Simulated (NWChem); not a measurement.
Species: C3H4OS; SMILES C1=CSCO1

```xyz
9

C     -0.8109    -1.1783     0.0073
C     -1.2681     0.0725     0.0817
S      0.0463     1.2671    -0.0701
C      1.2350    -0.1453     0.1566
O      0.5424    -1.3531    -0.1515
H     -1.3766    -2.1011     0.0136
H     -2.3000     0.3815     0.1647
H      1.5741    -0.1762     1.2000
H      2.0861    -0.0463    -0.5187
```
Atoms are numbered in this order, from 1.

Program: NWChem. Pople sets run with spherical d functions. Geometry: optimised at B3LYP/6-31G* (spherical d). Total energies compare along this basis series because the functional is fixed.

```json
[
 {"level": "TPSS/STO-3G", "basis functions": "33", "energy (Ha)": "-583.3342", "highest occupied level (eV)": "-1.52", "orbital gap (eV)": "4.54", "dipole (D)": "0.43", "relative time": "1"},
 {"level": "TPSS/3-21G", "basis functions": "57", "energy (Ha)": "-587.1122", "highest occupied level (eV)": "-4.51", "orbital gap (eV)": "4.19", "dipole (D)": "0.90", "relative time": "1"},
 {"level": "TPSS/6-31G*", "basis functions": "82", "energy (Ha)": "-590.1294", "highest occupied level (eV)": "-4.44", "orbital gap (eV)": "3.96", "dipole (D)": "0.86", "relative time": "3"},
 {"level": "TPSS/6-31+G*", "basis functions": "102", "energy (Ha)": "-590.1387", "highest occupied level (eV)": "-4.70", "orbital gap (eV)": "3.84", "dipole (D)": "0.70", "relative time": "6"},
 {"level": "TPSS/6-311G**", "basis functions": "122", "energy (Ha)": "-590.2106", "highest occupied level (eV)": "-4.64", "orbital gap (eV)": "3.91", "dipole (D)": "0.81", "relative time": "6"},
 {"level": "TPSS/6-311++G**", "basis functions": "146", "energy (Ha)": "-590.2167", "highest occupied level (eV)": "-4.75", "orbital gap (eV)": "3.85", "dipole (D)": "0.67", "relative time": "10"}
]
```

Times are rough ratios from one shared machine.
